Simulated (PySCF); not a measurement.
Si(H)(Cl)(Me)(NH2) (CH6ClNSi), SMILES N[SiH](Cl)C. Atoms are numbered in the order given.

```xyz
10

Si    -0.2549    -0.0485     0.5044
C      1.2278    -1.0365     1.0632
N     -1.5269    -1.1202     0.0564
Cl     0.4023     1.1903    -1.0700
H     -0.7877     0.8713     1.5402
H      0.9708    -1.6660     1.9299
H      1.5838    -1.6901     0.2504
H      2.0574    -0.3690     1.3423
H     -1.3243    -1.8984    -0.5658
H     -2.4495    -0.7427    -0.1422
```
Charge 0, spin multiplicity 1.

Coordinates come from a B3LYP-D3(BJ)/def2-SVP optimisation. Other conformers were not sampled.

Level of theory: PBE/def2-TZVP run with PySCF.

```
Property                                                                                                       Result
---------------------------------------------------------------------------------------------  ----------------------
total energy                                                                                       -845.85552 hartree
highest occupied level                                                                                       -6.39 eV
lowest empty level                                                                                           -0.12 eV
orbital gap                                                                                                   6.27 eV
dipole moment                                                                                                  1.98 D
quadrupole, principal values (traceless, Buckingham form, about the centre of nuclear charge)   -7.08, 1.19, 5.89 D·Å
mean static polarisability                                                                       58.7 bohr³ (8.69 Å³)
polarisability, principal values                                                               51.9, 58.6, 65.5 bohr³
```
